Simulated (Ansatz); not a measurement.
Coupled-cluster run, C$_{2}$H$_{7}$AlOSi (`O/C=[C](\[AlH2])[SiH3]`).

```yaml
crystal:
  periodic: [false, false, false]
  atoms:
    - {symbol: O, position_ang: [-0.363705, 2.204819, 0.981800]}
    - {symbol: C, position_ang: [0.406068, 1.274337, 0.404976]}
    - {symbol: C, position_ang: [0.048819, 0.034625, 0.007660]}
    - {symbol: Al, position_ang: [-1.755611, -0.583773, 0.244425]}
    - {symbol: Si, position_ang: [1.365241, -1.010938, -0.761826]}
    - {symbol: H, position_ang: [-1.265050, 1.861252, 1.087758]}
    - {symbol: H, position_ang: [1.415590, 1.671501, 0.291825]}
    - {symbol: H, position_ang: [-2.245096, -2.020248, -0.195890]}
    - {symbol: H, position_ang: [-2.764297, 0.455592, 0.926757]}
    - {symbol: H, position_ang: [2.652179, -0.258864, -0.813128]}
    - {symbol: H, position_ang: [0.999314, -1.415627, -2.148114]}
    - {symbol: H, position_ang: [1.583447, -2.267775, 0.007756]}
basis:
  gaussian: {orbitals: def2-TZVPP}
correlation: {method: ccsd_t}
```

```sh
$ ansatz run in.yaml --threads 4 --pin off --events-out ev --progress --plain --max-ram 10444MiB
```

Output of Ansatz, abridged:

```
Functional definition: HF
1619 factors; integrals over basis functions are off by at most 1.1e-3 eV
mean field evaluation 1: about -18651.2618 eV, gradient 3.8e1 eV
mean field evaluation 2: about -18651.5329 eV, gradient 3.8e1 eV
mean field evaluation 4: about -18655.4216 eV, gradient 4.1e0 eV
mean field evaluation 8: about -18655.4902 eV, gradient 2.6e-1 eV
mean field -18655.49043919 eV, -685.5766284947 hartree, gradient 2.1e-6 eV, S^2 0.000000; 0 other end points of the search recorded, 0 dependent functions left out
13 core orbitals not correlated: weight in the atoms' cores, before any rotation towards them, 1.000 or more for the frozen orbitals, at most 0.000 for the correlated occupied ones
reference -18655.49043919 eV, -685.5766284947 hartree; 14, 14 occupied and 248, 248 virtual orbitals, 1619 factors
second order -20.89952427 eV of doubles, -0.00000000 eV of singles
cycle   1  -21.43934634 eV  change   -5.4e-1 eV  update   1.1e-1
cycle   2  -22.06754603 eV  change   -6.3e-1 eV  update   3.5e-2
cycle   3  -22.20997294 eV  change   -1.4e-1 eV  update   1.9e-2
cycle   4  -22.19769393 eV  change    1.2e-2 eV  update   4.8e-3
cycle   5  -22.19550262 eV  change    2.2e-3 eV  update   2.2e-3
cycle   6  -22.19613523 eV  change   -6.3e-4 eV  update   6.4e-4
cycle   7  -22.19585388 eV  change    2.8e-4 eV  update   2.0e-4
cycle   8  -22.19579421 eV  change    6.0e-5 eV  update   6.9e-5
cycle   9  -22.19582391 eV  change   -3.0e-5 eV  update   2.6e-5
cycle  10  -22.19583172 eV  change   -7.8e-6 eV  update   7.7e-6
perturbative correction -0.93158013 eV, -0.0342349383 hartree
Total energy: -18678.61785104 eV, -686.4265452037 hartree
```

Run time 2.1 min (4 threads of an Arm Neoverse V2 on a shared host); peak host memory 7.1 GiB.

Correlation energy per correlated electron: -0.826 eV. T1 diagnostic: 0.0136.
